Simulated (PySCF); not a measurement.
A PySCF script (with the pyscf-properties extension) for the NMR shieldings of SMILES N1B(C=C)NBN(C)B1F, C₃H₉B₃FN₃, on a GFN2-xTB geometry:

```python
import basis_set_exchange as bse
import numpy as np
from pyscf import gto, dft
from pyscf.prop import nmr

atoms = """
C     3.560556   -0.060828   -0.705620
C     2.706840    0.179338    0.282658
B     1.145667    0.097998    0.194527
N     0.332825    0.268529    1.348450
B    -1.081073    0.202759    1.343385
N    -1.738735   -0.045135    0.105827
C    -3.192930   -0.101009    0.040273
B    -0.963384   -0.216307   -1.069139
F    -1.562264   -0.458487   -2.252909
N     0.446060   -0.145989   -1.016804
H     4.631067    0.009474   -0.584183
H     3.226818   -0.346492   -1.691103
H     3.133557    0.454223    1.243047
H     0.794459    0.440497    2.228954
H    -1.700692    0.342145    2.329141
H    -3.506662   -0.557522   -0.896950
H    -3.615746    0.905083    0.094956
H    -3.586061   -0.684421    0.872637
H     0.959894   -0.274606   -1.874610
"""
names = dict.fromkeys(["C", "B", "N", "F", "H"], "pcSseg-1")
basis = {el: gto.basis.parse(bse.get_basis(n, elements=[el], fmt="nwchem")) for el, n in names.items()}
mol = gto.M(atom=atoms, basis=basis, charge=0, verbose=0)
mf = dft.RKS(mol, xc="PBE0")
mf.grids.level = 2
mf.grids.alignment = dft.numint.BLKSIZE   # the property module wants whole blocks of grid points
mf.conv_tol = 1e-9
mf.kernel()

calc = nmr.RKS(mf)   # GIAO
C = mf.mo_coeff
Co = C[:, mf.mo_occ > 0]
resp = mf.gen_response(singlet=True, hermi=2)
def vind(x):   # induced exchange potential for any number of trial vectors
    d = np.einsum("pi,xij,qj->xpq", C, 2 * x.reshape(-1, C.shape[1], Co.shape[1]), Co, optimize=True)
    return np.einsum("xpq,pi,qj->xij", resp(d - d.transpose(0, 2, 1)), C, Co, optimize=True).ravel()
mo1, _ = nmr.rhf.solve_mo1(calc, with_cphf=vind)
sigma = calc.kernel(mo1)
for i, s in enumerate(sigma):   # ppm
    print("%2d %-2s %9.2f" % (i, mol.atom_pure_symbol(i), np.trace(s) / 3))
```

Q: What are the results?

A: 
```
 0 C      47.70
 1 C      42.98
 2 B      73.50
 3 N     128.42
 4 B      69.82
 5 N     145.84
 6 C     152.65
 7 B      77.70
 8 F     317.48
 9 N     158.96
10 H      25.37
11 H      25.48
12 H      25.37
13 H      26.32
14 H      26.83
15 H      28.16
16 H      28.58
17 H      28.63
18 H      26.61
```

These numbers come from an equivalent density-fitted implementation of the same equations, which agrees with the script to about 0.01 ppm for H and up to a few tenths of a ppm for heavy atoms, so last digits may differ.

Size and cost of the density-fitted run: 215 basis functions, 91 s wall time on 1 thread of an Arm Neoverse N1, shared host; peak memory 0.95 GiB.
